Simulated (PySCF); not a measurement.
PbS, SMILES [S]=[Pb] (connectivity only; charge and spin as stated), neutral, multiplicity 1.

Geometry: B3LYP-D3(BJ)/def2-TZVP. The def2 effective core potentials stand for the cores of Pb; spin–orbit coupling is left out.

The numbers are results of C-PCM-M06-2X/def2-TZVPD (PySCF), not measurements.

The values are the electrostatic part of the solvation free energy, E(continuum) − E(gas) at the gas-phase geometry, in a cavity of scaled van der Waals radii (PySCF's table); cavitation and dispersion terms are not included. A continuum can't describe solvent molecules that bind to the metal. In vacuum the orbital gap is 6.11 eV. The dipole moment in vacuum is 4.80 D.

Task: Estimate the values in water (ε = 78.36), toluene (ε = 2.37), acetone (ε = 20.49). (Estimate from the structure and the level; the computed values follow.)

Result: 
```tsv
solvent	ε	ΔG(elec) (kcal/mol)	dipole (D)	gap (eV)
water	78.36	-12.8	8.43	6.75
toluene	2.37	-6.1	6.48	6.40
acetone	20.49	-12.1	8.22	6.71
```
